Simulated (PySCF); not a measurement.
Ligands exchanged one at a time, Ga H-Cl. All species are isolated molecules in the gas phase. Strings in code marks are SMILES.

The S1 excitation (TDA) from two functionals at the same geometries (B3LYP-D3(BJ)/def2-TZVP), both in PySCF: PBE-D3(BJ)/def2-TZVP and B3LYP-D3(BJ)/def2-TZVP. B3LYP has the VWN-RPA correlation part, as in Gaussian. Excitations are Tamm–Dancoff values on a coarser integration grid. The basis has no diffuse functions, so Rydberg states are missing or too high.

```
species                                         B3LYP-D3(BJ)/def2-TZVP (eV)
----------------------------------------------  ---------------------------
1 of 3 H replaced by Cl                                                4.95
2 of 3 H replaced by Cl (`[Cl][GaH][Cl]`)                              5.70
3 of 3 H replaced by Cl (`[Cl][Ga]([Cl])[Cl]`)                         5.63
```

Q: What does PBE-D3(BJ)/def2-TZVP give for each?

A: 
- 1 of 3 H replaced by Cl: 4.56
- 2 of 3 H replaced by Cl (`[Cl][GaH][Cl]`): 5.23
- 3 of 3 H replaced by Cl (`[Cl][Ga]([Cl])[Cl]`): 5.14
Over these rows, drawn at random from the members with no instability flagged (it was tested for open shells, ions and some series alone), PBE minus B3LYP-D3(BJ): mean -0.45 eV, from -0.49 eV to -0.39 eV.
